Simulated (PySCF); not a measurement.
**`CCn1cc(Br)nn1`, C$_{4}$H$_{6}$BrN$_{3}$**

Geometry (Å), atoms numbered from 1 in this order:
```xyz
14

C    -1.879    0.466    0.796
C    -1.108   -0.585    0.004
N     0.308   -0.465    0.227
C     1.165    0.442   -0.286
C     2.371    0.115    0.304
Br    4.032    0.939    0.063
N     2.179   -0.937    1.117
N     0.947   -1.271    1.063
H    -1.672    0.359    1.858
H    -2.945    0.340    0.633
H    -1.596    1.470    0.486
H    -1.306   -0.483   -1.067
H    -1.391   -1.588    0.330
H     0.893    1.198   -0.990
```

Computed with GIAO B97-2/pcSseg-1 magnetisability, rotational g tensor and spin-rotation constants, non-relativistic, gas phase (PySCF 2.14.0). Geometry: GFN2-xTB.

The calculation is non-relativistic, which matters for the atoms heavier than Zn.

Question: Give the nuclear spin-rotation constants along the inertial axes (H = +C I·J) beside the isotropic shieldings.

Answer: Rotational constants 4.8940, 0.6109, 0.5667 GHz. A star marks the isotopologue with that one atom substituted, in its own axes.
| atom | isotope | Caa (kHz) | Cbb (kHz) | Ccc (kHz) | mean (kHz) | σ (ppm) |
| --- | --- | --- | --- | --- | --- | --- |
| N3 | 14N | 1.047 | 0.081 | 0.050 | 0.393 | -6.1 |
| Br6 | 79Br | 1.856 | 1.300 | 1.044 | 1.400 | 2174.9 |
| N7 | 14N | 1.416 | 0.129 | 0.043 | 0.529 | -111.8 |
| N8 | 14N | 1.276 | 0.142 | 0.059 | 0.492 | -127.7 |
| H9 | 1H | -0.524 | -0.049 | -0.006 | -0.193 | 30.2 |
| H10 | 1H | 0.084 | -0.069 | -0.061 | -0.015 | 30.5 |
| H11 | 1H | -0.387 | -0.007 | -0.063 | -0.152 | 30.4 |
| H12 | 1H | -0.485 | -0.036 | 0.001 | -0.174 | 27.6 |
| H13 | 1H | -0.210 | -0.001 | -0.059 | -0.090 | 27.1 |
| H14 | 1H | -0.519 | 0.060 | -0.057 | -0.172 | 24.3 |
| C1 | 13C* | 0.688 | 0.092 | 0.082 | 0.287 | 165.3 |
| C2 | 13C* | 0.771 | 0.123 | 0.110 | 0.335 | 138.9 |
| C4 | 13C* | 1.607 | 0.257 | 0.100 | 0.655 | 59.1 |
| C5 | 13C* | 2.228 | 0.181 | 0.136 | 0.849 | 44.5 |

For the geometry as given, no vibrational averaging.

Question: How do the rotational constants and the g tensor change when H9, H10, H11, H12, H13, H14 are replaced by deuterium?

Answer: Constants 4.2672, 0.5571, 0.5189 GHz; g -0.0678, -0.0054, 0.0024, against -0.0773, -0.0058, 0.0030 before.
